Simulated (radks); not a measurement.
Task: All-electron atom: Sn4- in [Xe]. All-electron calculation, scalar-relativistic Kohn-Sham, LDA (Slater exchange, Perdew-Wang correlation), spin-unpolarised, spherical densities, point nucleus; Watson sphere of charge +4 and radius 2.56 bohr. Program: a radial shooting solver on a logarithmic mesh with Libxc functionals. Some entries of the table are withheld. Estimate them.

orbital,occ.,eigenvalue (eV),<r^2> (bohr^2),<r> (bohr)
1s,2,-28979.59,0.001145,0.02908
2s,2,-4375.767,0.01861,0.1256
2p,6,-3930.471,0.01468,0.1096
3s,2,-843.9135,0.1321,0.3400
3p,6,-698.4000,0.1327,0.3382
3d,10,-473.7185,(1),0.3149
4s,2,-134.0060,0.7600,0.8191
4p,6,-89.9683,0.9025,0.8878
4d,10,-26.6813,(2),1.123
5s,2,-14.1576,6.329,2.371
5p,6,-7.0196,9.445,2.886

Result: 
(1) 3d <r^2> (bohr^2): 0.1177
(2) 4d <r^2> (bohr^2): 1.516
